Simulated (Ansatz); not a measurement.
```yaml
crystal:
  periodic: [false, false, false]
  atoms:
    - {symbol: C, position_ang: [-1.138500, 1.503622, 0.453903]}
    - {symbol: Y, position_ang: [-0.456644, -0.223980, -0.977523]}
    - {symbol: C, position_ang: [1.535307, -1.170814, -0.183100]}
    - {symbol: F, position_ang: [-1.884197, -1.538184, -1.410098]}
    - {symbol: H, position_ang: [-1.088484, 1.157687, 1.496231]}
    - {symbol: H, position_ang: [-0.482050, 2.384337, 0.401825]}
    - {symbol: H, position_ang: [-2.163745, 1.860211, 0.296336]}
    - {symbol: H, position_ang: [1.559884, -2.266425, -0.220598]}
    - {symbol: H, position_ang: [1.690600, -0.884939, 0.866860]}
    - {symbol: H, position_ang: [2.427830, -0.821524, -0.723845]}
basis:
  gaussian: {orbitals: def2-TZVPP, nuclear_model: gaussian}
hamiltonian: {xc: {name: r2SCAN}}
output: {forces: true}
```

```sh
$ ansatz run in.yaml --threads 4 --pin off --events-out ev --progress --plain --max-ram 10444MiB
```

Output, abridged:

```
Functional definition: r2SCAN
1219 factors; their error is unknown
mean field evaluation 1: about -5912.9646 eV, gradient 9.7e1 eV
mean field evaluation 2: about -5819.7847 eV, gradient 2.0e2 eV
mean field evaluation 4: about -5932.5252 eV, gradient 2.5e1 eV
mean field evaluation 8: about -5933.6728 eV, gradient 1.2e-1 eV
mean field evaluation 16: about -5933.6605 eV, gradient 6.6e-3 eV
mean field -5933.66045678 eV, -218.0579998070 hartree, gradient 4.1e-5 eV, S^2 0.000000; 0 other end points of the search recorded, 0 dependent functions left out
reference -5933.66047708 eV, -218.0580005533 hartree; 19, 19 occupied and 214, 214 virtual orbitals, 1219 factors
Total energy: -5933.66047708 eV, -218.0580005533 hartree
Atom 0 at    -1.138500     1.503622     0.453903 Å, force    -0.013562    -0.028164     0.005915 eV/Å
Atom 1 at    -0.456644    -0.223980    -0.977523 Å, force     0.045145     0.055269    -0.049529 eV/Å
Atom 2 at     1.535307    -1.170814    -0.183100 Å, force    -0.028285    -0.012454     0.018217 eV/Å
Atom 3 at    -1.884197    -1.538184    -1.410098 Å, force    -0.028415    -0.030373     0.012252 eV/Å
Atom 4 at    -1.088484     1.157687     1.496231 Å, force    -0.005181     0.021484    -0.009301 eV/Å
Atom 5 at    -0.482050     2.384337     0.401825 Å, force    -0.011505    -0.006649     0.006505 eV/Å
Atom 6 at    -2.163745     1.860211     0.296336 Å, force     0.016965     0.005723     0.015214 eV/Å
Atom 7 at     1.559884    -2.266425    -0.220598 Å, force     0.019216     0.017526     0.009060 eV/Å
Atom 8 at     1.690600    -0.884939     0.866860 Å, force     0.013606    -0.013560    -0.016558 eV/Å
Atom 9 at     2.427830    -0.821524    -0.723845 Å, force    -0.007983    -0.008801     0.008226 eV/Å
Dipole moment:     0.290685     0.434925    -0.627015 e Å
```

It took 3.9 s on 4 threads of an Intel Xeon Platinum 8259CL on a shared host, with 0.41 GiB of host memory at the peak.
